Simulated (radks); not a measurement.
Problem. The mean radii <r> (bohr) of the occupied orbitals of an atom or ion are listed with their occupations. All-electron calculation, scalar-relativistic Kohn-Sham, LDA (Slater exchange, Perdew-Wang correlation), spin-polarised, spherical densities, point nucleus. Program: a radial shooting solver on a logarithmic mesh with Libxc functionals.

orbital  occ.      <r>
1s down     1  0.03520
1s up       1  0.03520
2s up       1   0.1539
2s down     1   0.1539
2p up       3   0.1340
2p down     3   0.1340
3s up       1   0.4296
3s down     1   0.4296
3p up       3   0.4311
3p down     3   0.4310
3d up       5   0.4152
3d down     5   0.4150
4s up       1    1.088
4s down     1    1.085
4p up       3    1.194
4p down     3    1.191
4d up       2    1.515

Name the element and its charge. Open shells, if any, are filled with parallel spins first.

Solution. Z = 42, molybdenum, charge +4: Mo4+ in [Kr] 4d2. The 1s radius gives Z: for a bare nucleus <r> = (2 gamma + 1)/(2Z) with gamma = sqrt(1 - (Z/c)^2), 0.03457 bohr for Z = 42, and screening makes it slightly larger (0.03520 here). The occupations add up to 38, and the charge is Z minus that.
